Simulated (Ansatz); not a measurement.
Input for Ansatz (an electronic-structure program): R-SVWN5/def2-TZVPP on FHPbS (SMILES [F][Pb][SH]), a point of a torsion scan. Elements past Kr take the def2 small-core potentials; no spin–orbit coupling.

Ansatz 0.2 input:
```yaml
crystal:
  periodic: [false, false, false]
  atoms:
    - {symbol: F, position_ang: [1.95949384, -0.75292831, -0.22279313]}
    - {symbol: Pb, position_ang: [0.99873656, 1.06415587, -0.63297272]}
    - {symbol: S, position_ang: [-1.40689763, 0.31269927, -0.46414401]}
    - {symbol: H, position_ang: [-1.88954894, 1.19674829, -1.33188766]}
basis:
  gaussian:
    orbitals: def2-TZVPP
hamiltonian:
  xc: {name: SVWN5}
scf: {lower_state_search: off}
```

The log:

```
WARN ansatz: RAYON_NUM_THREADS=1 ignored (pool sized by the plan → 1); use --threads N
Functional definition: SVWN5
these checks for a lower state are left out or cut short: stability, starts, cluster_reference, orbital_swaps, neighbouring_geometries, increment
integrals: 0.05 GiB planned
881 factors; their error is unknown
mean field: 0.37 GiB planned
mean field evaluation 1: about -18753.9902 eV, gradient 5.1e1 eV
mean field evaluation 2: about -18610.4439 eV, gradient 2.4e2 eV
mean field evaluation 4: about -18757.4766 eV, gradient 2.6e1 eV
mean field evaluation 8: about -18759.2565 eV, gradient 3.2e-1 eV
mean field evaluation 16: about -18759.2505 eV, gradient 7.1e-4 eV
mean field -18759.25049236 eV, -689.3897401174 hartree, gradient 5.0e-6 eV, S^2 0.000000; 0 other end points of the search recorded, 0 dependent functions left out
reference -18759.25052849 eV, -689.3897414453 hartree; 24, 24 occupied and 113, 113 virtual orbitals, 881 factors
Total energy: -18759.25052849 eV, -689.3897414453 hartree
Checks for a lower state left out: stability, starts, cluster_reference, orbital_swaps, neighbouring_geometries, increment
```

The calculation finished and met its thresholds.

Cost: roughly 0.8 core-seconds.
